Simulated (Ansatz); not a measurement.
Species: sum formula Si₂N₂H₇, net charge 0, doublet state. It need not be the lowest isomer of its formula. 
Coordinates optimised at B3LYP-D3(BJ)/def2-TZVP (Ansatz, an electronic-structure program):
SMILES: N[SiH][SiH2]N
```xyz
11

N      2.0955     0.3472     0.2764
Si     0.9547    -0.6717    -0.5318
Si    -1.1854    -0.2805     0.3297
N     -1.5295     1.3759    -0.0542
H      1.9019     1.3280     0.4059
H      3.0842     0.1527     0.2814
H      1.4493    -2.0686    -0.3628
H     -2.1118    -1.2913    -0.2593
H     -1.3107    -0.3812     1.8073
H     -2.2894     1.8474     0.4131
H     -1.4562     1.6829    -1.0125
```
Charge 0, spin multiplicity 2.

Basis-set convergence of Hartree-Fock and MP2 correlation energies (hartree) with Ansatz. Valence correlation only, unless marked. Open shells are spin-unrestricted. No spin-orbit coupling. Non-relativistic.

```
basis        functions       E(HF)  E(corr, MP2)
-----------  ---------  ----------  ------------
cc-pV(D+d)Z        109  -690.86253      -0.52698
cc-pV(T+d)Z        236  -690.93394      -0.65962
cc-pV(Q+d)Z        448  -690.95049      -0.70785
```

Extrapolating the two largest sets (X = 3 and 4) as X^-3: E(corr) = (64·(-0.70785) - 27·(-0.65962))/37 = -0.7430 Eh, an estimate of the basis-set limit. The largest set recovers 95.3 % of it, the smallest 70.9 %.
